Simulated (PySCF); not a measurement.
# One molecule, several mistakes: AlCH6NO

All numbers below are calculated, not measured. The program is PySCF 2.14.0, an open-source quantum chemistry code, run on an isolated molecule that a program drew, which may never have been made. The molecule is AlCH6NO (charge 0, singlet), drawn as the SMILES string `C[NH][AlH][OH]`.

Each row is a Hartree-Fock (HF) and frozen-core CCSD(T) single point in the cc-pV(D+d)Z basis, meant for a local HF minimum. Run 1 is clean. Each other run has one planted mistake out of seven kinds, and not every kind appears here: one electron removed, one electron added, multiplicity raised by two, geometry at a saddle point, minimal basis STO-3G, one bond length entered in bohr, all coordinates scaled. The reference is restricted for singlets and unrestricted otherwise, and also for a bond in bohr. Adding or removing an electron swaps singlet and doublet. Electrons count all cores. HOMO and LUMO are orbital energies over both spins, the gradient is its largest component, and the lowest frequency (negative if imaginary) is given only where the gradient is small. Bond lengths are over the 9 bonds as drawn. T1 is the CCSD diagnostic: over 0.02 (restricted) or 0.045 (unrestricted) a single reference is doubtful.

Geometry of the clean run:
```xyz
10
AlCH6NO, angstrom
C     0.3471    2.3072   -1.3358
N     0.0265    1.3088   -0.3321
Al    0.8060    1.0379    1.2288
O     0.2808   -0.1875    2.2659
H    -0.4919    2.9836   -1.5304
H     0.6388    1.8565   -2.2904
H     1.1851    2.9212   -0.9997
H    -0.7427    0.7339   -0.6239
H     2.0086    1.9358    1.6848
H    -0.4109   -0.8190    2.1745
```

| run | electrons | basis functions | <S^2> | HOMO (eV) | LUMO (eV) | gradient (hartree/bohr) | lowest frequency (cm^-1) | mean bond (Å) | longest bond (Å) | T1 | HF (hartree) | CCSD(T) (hartree) | mistake |
|---|---|---|---|---|---|---|---|---|---|---|---|---|---|
| 1 | 40 | 95 | 0.000 | -9.95 | 3.02 | 1.9e-05 | 122 | 1.3002 | 1.766 | 0.0127 | -412.68294 | -413.30551 | no fault |
| 2 | 40 | 95 | 0.799 | -8.46 | 1.81 | 8.8e-03 | - | 1.4553 | 2.964 | 0.0532 | -412.57859 | -413.19283 | one bond length entered in bohr |
| 3 | 41 | 95 | 0.765 | 2.31 | 8.12 | 3.7e-02 | - | 1.3002 | 1.766 | 0.0127 | -412.58450 | -413.21717 | one electron added |
| 4 | 40 | 30 | 0.000 | -7.12 | 10.44 | 5.8e-02 | - | 1.3002 | 1.766 | 0.0146 | -407.54446 | -407.75115 | minimal basis STO-3G |
| 5 | 40 | 95 | 0.000 | -10.07 | 3.44 | 1.1e-01 | - | 1.1754 | 1.596 | 0.0102 | -412.56678 | -413.16958 | ? |
| 6 | 40 | 95 | 2.033 | -3.28 | -0.16 | 1.0e-01 | - | 1.3002 | 1.766 | 0.0264 | -412.50281 | -413.09851 | ? |

**Which mistake was planted in run 5, and what did it cost?**

The mean and the longest bond both change by the same factor, 0.904, and the gradient is no longer small. So the mistake is: all coordinates scaled. Subtracting run 1 and multiplying by 627.51 kcal/mol a hartree, the energy moved by 72.9 kcal/mol in HF and 85.3 kcal/mol in CCSD(T).

**Which mistake was planted in run 6, and what did it cost?**

Electrons, basis and geometry are unchanged, and <S^2> is 2.033, beside S(S+1) = 2.00 for a multiplicity of 3. So the mistake is: multiplicity raised by two. Subtracting run 1 and multiplying by 627.51 kcal/mol a hartree, the energy moved by 113.0 kcal/mol in HF and 129.9 kcal/mol in CCSD(T).

Cautions from the logs. Run 2: T1 is over the limit, so its CCSD(T) energy is less reliable; run 3: the HOMO is above zero, so the electron isn't bound and the energy depends on the basis.
